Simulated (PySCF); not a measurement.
Al(Cl)(F)(NHMe) (CH4AlClFN), SMILES [NH](C)[Al]([Cl])[F]. Atoms are numbered in the order given.

```xyz
9

Al    -0.2457     0.1143     0.0000
Cl     0.5352     2.0493     0.0000
F     -1.8910    -0.0947     0.0000
N      0.8119    -1.2856     0.0000
C      0.4405    -2.6837     0.0000
H      1.8171    -1.1444     0.0000
H      0.8135    -3.2206     0.8908
H      0.8135    -3.2206    -0.8908
H     -0.6553    -2.7848     0.0000
```

Geometry optimised at PBE0-D3(BJ)/def2-SVP. The structure was generated by enumeration; whether it is a known compound was not checked. The values are those of a single conformer.

All values below come from B3LYP/def2-TZVP (PySCF).

ESP charges are fitted to the potential on shells at 1.4 to 2.0 van der Waals radii. Atomic charges (e):

| atom | Löwdin | IAO | ESP fit |
|---|---|---|---|
| Al1 | … | 1.26 | 0.87 |
| Cl2 | … | -0.36 | -0.28 |
| F3 | -0.02 | -0.57 | -0.37 |
| N4 | -0.11 | -0.72 | -0.76 |
| C5 | … | -0.27 | 0.27 |
| H6 | 0.18 | 0.27 | 0.30 |
| H7 | 0.11 | 0.13 | -0.02 |
| H8 | 0.11 | 0.13 | -0.02 |
| H9 | 0.12 | 0.14 | 0.01 |

### Question
Complete the blanks. (Estimate from the structure and the level; the computed values follow.)

### Answer

- Al1, Löwdin: -0.36
- Cl2, Löwdin: 0.31
- C5, Löwdin: -0.34
